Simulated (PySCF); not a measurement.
**NMR data sheet: C6H8Cl2NP**

| Quantity | Value |
| --- | --- |
| Formula | C6H8Cl2NP |
| SMILES | CC(C)n1cc(Cl)pc1Cl |
| Point group of the computed structure | Cs |
| Carbon signals | 5 |
| Proton signals | 3 |

Numbering as in the mapped SMILES `[CH3:1][CH:2]([CH3:3])[n:4]1[cH:5][c:6]([Cl:7])[p:8][c:9]1[Cl:10]`. Each H is labelled by its parent atom.

Calculated, not measured (PySCF 2.14.0 with density-fitted response routines): geometry from GFN2-xTB, shielding tensors at PBE0/pcSseg-1 (GIAO). Averaged over atoms made equivalent by symmetry, fast rotation or ring inversion, in vacuum, non-relativistic, one computed conformer.

δ = σ(ref) − σ, references computed at the same level: 1H (σ = 31.72 ppm), 13C (σ = 186.93 ppm) vs TMS; 31P (σ = 318.38 ppm) against H3PO4; 15N (σ = 267.73 ppm) vs NH3.

| carbon | δC, type | δH (multiplicity) | HMBC from (2–3 bonds) | span of the C tensor (ppm) |
| --- | --- | --- | --- | --- |
| C1/C3 | 25.5, CH3 | 1.37 (d) | H(C2), H(C1)/H(C3) | 40 |
| C2 | 50.9, CH | 4.86 (sept) | H(C5), H(C1)/H(C3) | 55 |
| C5 | 127.8, CH | 7.19 (m) | H(C2) | 148 |
| C6 | 151.6, C | – | H(C5) | 188 |
| C9 | 160.6, C | – | H(C5), H(C2) | 183 |

Other nuclei:
| atoms | nucleus | environment | δ (ppm) | σ (ppm) |
| --- | --- | --- | --- | --- |
| P8 | 31P | phosphorus bonded to 2 C, in a 5-membered ring | 111.6 | 206.8 |
| N4 | 15N | pyrrole-type ring nitrogen | 220.9 | 46.9 |

1. δC 160.6, 151.6: aromatic carbon bearing chlorine.
2. δC 127.8: aromatic CH next to a ring nitrogen.
3. δC 50.9: sp3 CH bonded to N; the inductive effect lowers its shielding.
4. δH 7.19: hydrogen on an aromatic CH next to a ring nitrogen; ring-current deshielding.
5. δH 4.86: hydrogen on an sp3 CH bonded to N; its carbon carries N, hence the downfield position.

Carbons that carry Cl, above all several Cl atoms, come out too deshielded, partly because spin–orbit coupling is missing. Splittings by 31P in the carbon and heteronuclear signals aren't shown, as no couplings were computed. Shifts are as computed. Against solution values, carbons near 30 ppm lie about +3 ppm off and those near 130 ppm about +5 ppm; carbons on Cl a further +6 ppm. Of 1211 compounds with measured shifts, 218 miss one by over three times the rms of a fit or turn the order of signals round; such compounds aren't used in these exercises. Experimental scales use liquid or dissolved standards, which lie at an offset from isolated NH3 (liquid NH3: subtract about 20 ppm) and H3PO4. Unscaled 15N shifts of sp2 nitrogen come out 20 to 40 ppm too high even then. Multiplicities follow the n + 1 count of equivalent neighbours, as no J values were calculated; m marks all less simple cases, F and P coupling included.
